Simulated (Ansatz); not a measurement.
```xyz
10

C     0.0886    1.2287    0.5012
C     0.0690   -0.2936    0.6291
Al   -0.1575   -1.2803   -1.0237
F    -0.2423   -2.9236   -1.0210
Cl   -0.3052   -0.3488   -2.8891
H     0.2270    1.7101    1.4731
H     0.8957    1.5698   -0.1511
H    -0.8423    1.6111    0.0765
H     0.9943   -0.6560    1.0943
H    -0.7273   -0.6173    1.3105
```

Total charge 0; spin multiplicity 1.

(1) List the PBE0/def2-TZVPP orbital energies in eV (Ansatz). (Best estimate.)

Results:

(1) The calculation gave: Occupied: -2767.19, -1528.68, -673.06, -278.24, -278.23, -259.05, -197.29, -197.22, -197.20, -114.51, -74.63, -74.49, -74.41, -32.06, -22.71, -21.38, -17.47, -13.22, -12.69, -12.20, -11.76, -11.67, -11.01, -10.76, -10.07, -9.53, -9.37, -8.41. Lowest empty: -0.55, -0.50, 1.10, 1.74, 2.50, 2.78, 2.92, 3.44.
